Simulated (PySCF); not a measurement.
Species: (H2In-mu-SeH)2.
Bonds: In1–Se4, In1–Se8, Se4–In5, In5–Se8. Hydrogens: H2, H3 on In1; H9 on Se4; H6, H7 on In5; H10 on Se8.

Computed by this run: PBE0-D3(BJ)/def2-SVP geometry optimisation, gas phase, def2 core potentials past Kr (PySCF 2.14.0); density fitting, grid level 1; the optimiser is geomeTRIC in internal coordinates, started from a GFN2-xTB structure with every atom displaced at random (about 0.03 Å).

At the end of the run (lengths in Å): In1–H3 1.719, Se4–In5 2.736, In1–H2 1.716, In5–H6 1.719, Se8–H10 1.472, Se4–H9 1.472, In1–Se8 2.737, In1–Se4–H9 93.5°, Se4–In1–Se8 93.5°, In1–Se4–In5 86.3°, H2–In1–Se4 104.8°, Se8–In1–Se4–In5 4°, Se4–In1–Se8–In5 -4°, In1–Se4–In5–Se8 -4°, H2–In1–Se8–In5 102°, H10–Se8–In1–H2 -165°.

**Question.** These geometries were met on the way; a selection of coordinates is given. Order them by energy above the end point, lowest first.
A. In1–H3 1.640, Se4–In5 2.786, In1–H2 1.670, In5–H6 1.675, Se8–H10 1.509, Se4–H9 1.500, In1–Se8 2.763, In1–Se4–H9 87.8°, Se4–In1–Se8 98.5°, In1–Se4–In5 81.8°, H2–In1–Se4 105.9°, Se8–In1–Se4–In5 -4°, Se4–In1–Se8–In5 4°, In1–Se4–In5–Se8 4°, H2–In1–Se8–In5 113°, H10–Se8–In1–H2 -155°
B. In1–H3 1.713, Se4–In5 2.729, In1–H2 1.712, In5–H6 1.716, Se8–H10 1.472, Se4–H9 1.470, In1–Se8 2.730, In1–Se4–H9 93.6°, Se4–In1–Se8 93.2°, In1–Se4–In5 86.6°, H2–In1–Se4 106.0°, Se8–In1–Se4–In5 1°, Se4–In1–Se8–In5 -1°, In1–Se4–In5–Se8 -1°, H2–In1–Se8–In5 106°, H10–Se8–In1–H2 -160°
C. In1–H3 1.737, Se4–In5 2.755, In1–H2 1.729, In5–H6 1.733, Se8–H10 1.462, Se4–H9 1.465, In1–Se8 2.747, In1–Se4–H9 89.7°, Se4–In1–Se8 96.7°, In1–Se4–In5 83.1°, H2–In1–Se4 106.0°, Se8–In1–Se4–In5 -3°, Se4–In1–Se8–In5 3°, In1–Se4–In5–Se8 3°, H2–In1–Se8–In5 111°, H10–Se8–In1–H2 -157°

**Answer.** B (0.008 eV), C (0.041 eV), A (0.170 eV).

| step | E above end (eV) | rms distance from the end, all atoms (Å) | largest force (eV/Å) | rms shift of all bonds from the end (Å) |
| --- | --- | --- | --- | --- |
| 3 | 0.008 | 0.094 | 0.082 | 0.004 |
| 1 | 0.041 | 0.171 | 0.294 | 0.012 |
| 0 | 0.170 | 0.193 | 1.131 | 0.040 |

Rows stand in the order of the answer.
